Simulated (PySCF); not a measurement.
# `O=C(/C=C/c1ccccc1)C(F)(F)F`: 4 charge schemes on one density

C10H7F3O.
Cartesian coordinates in Å at the PBE0-D3(BJ)/def2-SVP level; atoms count from 1:
```xyz
21
C10H7F3O angstrom
O      3.1945   -1.3139   -0.9604
C      2.9180   -0.3652   -0.2676
C      1.5643    0.0894    0.0666
C      0.4988   -0.5771   -0.4232
C     -0.9105   -0.2852   -0.2105
C     -1.8693   -1.1244   -0.8024
C     -3.2296   -0.8898   -0.6286
C     -3.6546    0.1914    0.1413
C     -2.7133    1.0362    0.7357
C     -1.3561    0.8023    0.5628
C      4.0511    0.4793    0.3532
F      3.9626    0.4488    1.6872
F      5.2421    0.0402   -0.0013
F      3.9353    1.7557   -0.0295
H      1.4612    0.9660    0.7101
H      0.7264   -1.4423   -1.0573
H     -1.5328   -1.9712   -1.4062
H     -3.9613   -1.5524   -1.0961
H     -4.7218    0.3795    0.2802
H     -3.0449    1.8847    1.3383
H     -0.6311    1.4709    1.0311
```

Density: PBE0/pcSseg-1 (PySCF); schemes: Mulliken, IAO, Hirshfeld and ESP-fitted. The structure is a single PBE0-D3(BJ)/def2-SVP conformer in the gas phase; no vibrational or solvent corrections.

Question: Atoms with like bonding are taken together and averaged. At which atom do the 4 schemes differ most?

Answer: At C11: from +0.248 (Hirshfeld) to +0.835 e (Mulliken), 0.587 e apart.

Question: Which atoms carry the lowest charge in the Mulliken, IAO, Hirshfeld and ESP-fitted schemes?

Answer: All schemes agree: Mulliken O1 (-0.338); IAO O1 (-0.388); Hirshfeld O1 (-0.218); ESP-fitted O1 (-0.447).

Question: Do the Mulliken, IAO, Hirshfeld and ESP-fitted schemes agree on where the charge is highest?

Answer: All schemes agree: Mulliken C11 (+0.835); IAO C11 (+0.770); Hirshfeld C11 (+0.248); ESP-fitted C11 (+0.588).

Question: What partial charge does each atom carry?

Answer: In e; atoms taken as equivalent share a row and are averaged (×n: the atom named and its like, n in all):

| atom | environment | Mulliken | IAO | Hirshfeld | ESP-fitted |
| --- | --- | --- | --- | --- | --- |
| O1 | ketone oxygen | -0.338 | -0.388 | -0.218 | -0.447 |
| C2 | ketone carbonyl carbon | +0.168 | +0.318 | +0.119 | +0.483 |
| C3 | alkene CH carbon | -0.216 | -0.232 | -0.079 | -0.410 |
| C4 | alkene CH carbon | +0.029 | -0.062 | -0.001 | -0.071 |
| C5 | substituted aromatic carbon | -0.203 | -0.010 | -0.001 | +0.165 |
| C6/C10 | aromatic CH carbon | -0.026 | -0.132 | -0.034 | -0.192 |
| C7/C9 | aromatic CH carbon | -0.071 | -0.145 | -0.042 | -0.127 |
| C8 | aromatic CH carbon | -0.066 | -0.132 | -0.033 | -0.132 |
| C11 | CF3 carbon | +0.835 | +0.770 | +0.248 | +0.588 |
| F12/F13/F14 | fluorine of a CF3 group | -0.260 | -0.271 | -0.087 | -0.208 |
| H15 | vinylic hydrogen | +0.139 | +0.154 | +0.043 | +0.162 |
| H16 | vinylic hydrogen | +0.123 | +0.168 | +0.054 | +0.165 |
| H17/H21 | aromatic hydrogen | +0.094 | +0.153 | +0.056 | +0.159 |
| H18/H20 | aromatic hydrogen | +0.104 | +0.158 | +0.057 | +0.147 |
| H19 | aromatic hydrogen | +0.106 | +0.158 | +0.057 | +0.147 |

Mean size of the charges over all atoms: ESP-fitted 0.221 e, IAO 0.209 e, Mulliken 0.171 e, Hirshfeld 0.071 e. Each set sums to the total charge, 0, to within 0.001 e. The Hirshfeld scheme divides the density at each point in proportion to the densities of the neutral, spherically averaged free atoms. The ESP scheme is a least-squares fit of atom-centred charges to the potential on four shells outside the van der Waals surface, with the total charge fixed.

Some averages cover members that differ in this geometry: F12/F13/F14, Mulliken -0.270 to -0.241; F12/F13/F14, IAO -0.280 to -0.254 e.

Question: How closely do the schemes follow one another over all atoms?

Answer: Correlation coefficient and root-mean-square difference: IAO with Hirshfeld 0.98, 0.168 e; Mulliken with IAO 0.95, 0.079 e; IAO with ESP-fitted 0.95, 0.084 e; Hirshfeld with ESP-fitted 0.94, 0.174 e; Mulliken with Hirshfeld 0.93, 0.160 e; Mulliken with ESP-fitted 0.83, 0.145 e.

Question: Sum the charges by element, for elements with more than one atom.

Answer: 
```
element  atoms  Mulliken     IAO  Hirshfeld  ESP-fitted
      C     10    +0.352  +0.098     +0.099      -0.015
      F      3    -0.780  -0.813     -0.261      -0.624
      H      7    +0.766  +1.103     +0.379      +1.086
```

Question: How many electrons does the Hirshfeld scheme count on C8?

Answer: Z − q = 6 − (-0.033) = 6.033.

These values come from a run that also computed NMR shieldings. On 2 threads, Intel Xeon 6975P-C (x86_64), no GPU, on a shared host, this took 41 s wall, 93 s CPU and 2.2 GiB of memory at its peak.
